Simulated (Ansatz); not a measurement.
Coupled-cluster diagnostics for Ga4P4H14, a cluster cut from wurtzite GaP (hydrogen-capped), Ansatz.

Geometry of the singlet (PBE-D4/def2-SVP):

Cartesian coordinates in Å:
```
Ga 0.9044 2.5049 0.5148
P 1.7599 1.0001 -1.2653
Ga 0.0918 -0.8976 2.5586
P -0.7533 1.0224 1.4033
P 1.0114 -2.0844 0.5811
Ga 0.8747 -1.1887 -1.6293
Ga -2.6403 0.6230 -0.0163
P -1.4597 -0.6972 -1.7566
H 2.1362 2.6540 1.4909
H 0.2485 3.6910 -0.2947
H 3.1745 0.8141 -1.1713
H 1.7345 1.6271 -2.5501
H 1.3785 -0.5481 3.4038
H -1.0746 -1.8442 3.0442
H -1.3235 1.7967 2.4657
H 2.3896 -2.4220 0.7569
H 0.5009 -3.4156 0.4726
H 1.5010 -2.0381 -2.7949
H -3.0773 1.9311 -0.7845
H -3.6370 -0.4223 0.6210
H -1.6494 -0.1471 -3.0626
H -2.0907 -1.9594 -1.9872
```

Correlated methods freeze 56 core orbitals; core or outer-core shells of Ga are correlated, in sets that lack core-valence functions.

Problem. Estimate the CCSD(T) correlation energy, the shares of MP2 and (T), T1 and the reference's ⟨S²⟩ for: charge 0, singlet, own geometry in def2-SVP; and the rough time on 2 threads of AMD EPYC 7R13 on a shared host and a share (18 GiB) of an NVIDIA H100 80GB HBM3.

Solution. 
```
                          state     basis  correlation (eV)  MP2 share (%)  (T) share (%)     T1  ⟨S²⟩ (pure)  wall time
charge 0, singlet, own geometry  def2-SVP           -41.393           91.8            3.5  0.012  0.00 (0.00)      6.5 s
```
Customary marks for T1 are 0.02 (closed shells), 0.045 (open shells) and about 0.05 (3d metals). T1 stays under 0.02 throughout.
